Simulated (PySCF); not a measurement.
Isomers of H9N3Si3, one GFN2-xTB conformer each. Single-point energies are computed at PBE0/pcSseg-1 (PySCF, gas phase, no added dispersion term), electronic only.

```
                 SMILES  GFN2-xTB relative energy (kJ/mol)
N1[SiH2]N[SiH2]N[SiH2]1                                0.0
 [SiH3]N[SiH]1N[SiH2]N1                               99.3
```

Conformers: `[NH:1]1[SiH2:2][NH:3][SiH2:4][NH:5][SiH2:6]1` with Si6–N1–Si2–N3 -2°, N1–Si2–N3–Si4 29°, Si2–N3–Si4–N5 -23°, N3–Si4–N5–Si6 -12°; `[SiH3:1][NH:2][SiH:3]1[NH:4][SiH2:5][NH:6]1` with Si1–N2–Si3–N4 -49°.

What does PBE0/pcSseg-1 give for the same structures?

| SMILES | PBE0/pcSseg-1 E (Eh) | PBE0/pcSseg-1 (kJ/mol) | GFN2-xTB (kJ/mol) | point group |
| --- | --- | --- | --- | --- |
| N1[SiH2]N[SiH2]N[SiH2]1 | -1037.68742 | 0.0 | 0.0 | near Cs |
| [SiH3]N[SiH]1N[SiH2]N1 | -1037.66770 | 51.8 | 99.3 | near Cs |

Both levels put the same isomer lowest. As drawn, the higher has a four-membered ring, which the lower lacks.

Which frontier levels, dipoles and rotational constants go with these structures?

```tsv
SMILES	HOMO (eV, PBE0/pcSseg-1)	LUMO (eV)	dipole (D)	A, B, C (MHz)
N1[SiH2]N[SiH2]N[SiH2]1	-7.09	0.70	0.02	2193, 2170, 1152
[SiH3]N[SiH]1N[SiH2]N1	-6.77	0.24	0.65	3580, 1187, 1081
```
